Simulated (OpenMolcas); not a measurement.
**d3 ions of charge +4 down a group on the Ga site of K2NaGaF6**

```yaml
Program: OpenMolcas 26.06
Method: SS-CASPT2, IPEA 0.25 Eh, imaginary shift 0.1 Eh
Spin-orbit_coupling: RASSI with atomic mean-field integrals over the reference wave functions
```

The d shell is active; CASPT2 correlates the ligand valence shells and the outer metal core. Each dopant is a cluster with its nearest anions in model potentials and point charges, with no relaxation and no local charge compensation. Distances were set from a Shannon-type radius of the metal (high-spin where two are listed) plus a fixed donor radius (F 1.31 Å), in hosts weighted 0.65 to 0.35 with the host's distance in the model lattice. Ligand basis ANO-RCC-VDZP, DKH2 Hamiltonian. States (labels of O, the rotations of Oh). Energies in cm-1 above the lowest state or level, χT in cm3 K/mol; 10Dq and B are least-squares fits to the states below 45000 cm-1, weighted by degeneracy, with a free offset, and given where the rms deviation is under 5 % of |10Dq| (or 100 cm-1) and under 700 cm-1. Spin-only χT is S(S+1) / 2 for the spin of the ground state.

```tsv
Ion	Shell	R (Å)	Metal basis	Ground state	First state of that spin	10Dq	B (rms of fit)	First gap with spin-orbit (degeneracies)	χT at 300 K	First state of another spin	Spin-only χT
Tc4+	4d3	1.949	ANO-RCC-VTZP	4A2	4T2 32340			10550 (4, 4)	1.774	2T1 10670	1.875
Re4+	5d3	1.939	ANO-RCC-VTZP	4A2	4T2 38380	38817	542 (208)	9610 (4, 4)	1.413	2T1 10410	1.875
```

χT departs most from the spin-only value for Re4+, by -0.462 cm3 K/mol.

Roots that are degenerate in the reference are averaged as groups; the widest CASPT2 spread within a group is 990 cm-1 (the 3-fold group of multiplicity 2 near 101000 cm-1 above the lowest state of its run, Re4+). Shifts and gaps below about the spread of the groups concerned are not significant. Over all roots computed the reference weight is 0.70 to 0.71 in Tc4+, 0.71 to 0.72 in Re4+; a low but even weight reflects the number of correlated electrons. Ligand-to-metal charge-transfer states are missing. With no ligand orbital active B as a rule stays too high, so bands that hang on it stand too high and its fall with covalency is understated. With one d shell and no ligand orbital active, 10Dq can be off by a tenth or more. The least metal-like active orbital is 77 % on the metal (Löwdin) and no ligand orbital is active, so the numbers are rough (holds for Tc4+). The least metal-like active orbital is 76 % on the metal (Löwdin) and no ligand orbital is active, so the numbers are rough (holds for Re4+). No measured value stands beside these numbers; the geometry was set by hand and not optimised.
